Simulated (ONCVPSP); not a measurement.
Gd (Z = 64), ONCV: configuration errors across variants

ONCVPSP 4.0.1 input, shortened (lines: element, Z, core and valence counts, functional; n l f; lmax; l rc ep ncon nbas qcut; lloc lpopt rc5 dvloc0; l nproj debl; icmod fcfact rcfact), PBE, scalar-relativistic:

```
  Gd 64.00   10    5        4      upf
    1    0    2.00
    2    0    2.00
    2    1    6.00
    3    0    2.00
    3    1    6.00
    3    2   10.00
    4    0    2.00
    4    1    6.00
    4    2   10.00
    4    3    7.00
    5    0    2.00
    5    1    6.00
    5    2    1.00
    6    0    1.00
    6    1    1.00
    2
    0    2.20    0.00    3    6    5.50
    1    3.10    0.00    4    8    4.70
    2    2.25    0.00    4    9    4.60
    4    5    2.15    0.00
    0    2    0.80
    1    2    1.70
    2    1    2.60
    3    3.00    1.55
```

All-electron excitation energies from the reference (eV): (1) 5s2 5p6 5d1 6s2 6p0 -2.869; (2) 5s2 5p6 5d1 6s1 6p0 3.777; (3) 5s2 5p6 5d1 6s0 6p0 15.876.

3 further variants failed, have other tests or another functional or relativity, and are left out.

Errors AE − PS in meV (a dash: test not solved or not reliable):

| change | (1) | (2) | (3) | bound ghosts | GHOST(+) flags above zero |
| --- | --- | --- | --- | --- | --- |
| base | +0.3 | +0.5 | +4.8 | none | none |
| local potential polynomial inside 2.15 bohr (lpopt 5, dvloc0 -1.5 Ha) | +0.2 | +0.5 | +5.0 | none | none |
| s: qcut 3.1 | -0.5 | +0.5 | +3.4 | none | none |
| all radii but the core radius scaled by about 0.89 (s 1.96, p 2.76, d 2.00 bohr); local potential polynomial inside 1.92 bohr (lpopt 5, dvloc0 0 Ha) | +0.6 | +0.5 | +6.9 | none | s |
| s: nproj 3 | +0.2 | +0.5 | +4.7 | none | s |
| s: rc 2.22 | +0.2 | +0.5 | +4.8 | none | none |
| s: qcut 3.8 | -0.4 | +0.5 | +3.5 | none | s |

Question: Give the same row for: local potential polynomial inside 1.35 bohr (lpopt 5, dvloc0 1 Ha).

Answer: +0.2, +0.5, +4.9; bound ghosts: none; GHOST(+) flags above zero: s.
